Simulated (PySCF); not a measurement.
## Potential energy of CsS along the bond

Set-up: basis Cs x2c-TZVPall, S x2c-TZVPall; spin-free X2C with a Gaussian nucleus; PySCF 2.14. Energies in eV from Cs + S in their ground configurations at the same level. State: ²Π (doublet), unpaired electrons π ↑.

All columns are PBE0. A positive dipole means Cs(−)S(+).

```tsv
R (Å)	E (eV)	μ (D)	Mulliken charge on Cs (basis-dependent)	HOMO (eV)	LUMO (eV)	Mayer bond order	⟨S²⟩
2.623	-2.276	-7.56	0.59	-4.80	-2.54	0.77	0.75
2.745	-2.578	-8.32	0.61	-4.81	-2.32	0.73	0.75
2.867	-2.742	-9.04	0.63	-4.77	-2.12	0.70	0.75
2.958	-2.799	-9.56	0.63	-4.66	-1.99	0.68	0.75
3.050	-2.815	-10.06	0.64	-4.54	-1.87	0.67	0.76
3.142	-2.799	-10.55	0.64	-4.42	-1.75	0.67	0.76
3.264	-2.742	-11.18	0.64	-4.28	-1.62	0.66	0.76
3.416	-2.634	-11.94	0.64	-4.12	-1.46	0.65	0.76
3.599	-2.473	-12.81	0.65	-3.95	-1.48	0.65	0.76
3.843	-2.236	-13.92	0.65	-3.75	-1.62	0.63	0.76
```

A fit through these points gives, at Re = 3.045 Å, μ = -10.04 D and dμ/dR = -5.40 D/Å; the reduced mass is 25.77 u.

Task: How strong is the fundamental in the double-harmonic approximation, I = 42.26·(dμ/dR)²/μred km/mol?

Result: I = 42.26·(-5.40)²/25.77 = 47.8 km/mol at PBE0.

These are scalar-relativistic numbers at best; spin–orbit coupling would shift them, the dissociation energy most. The state was picked by a PBE0 search and need not be the measured ground state.
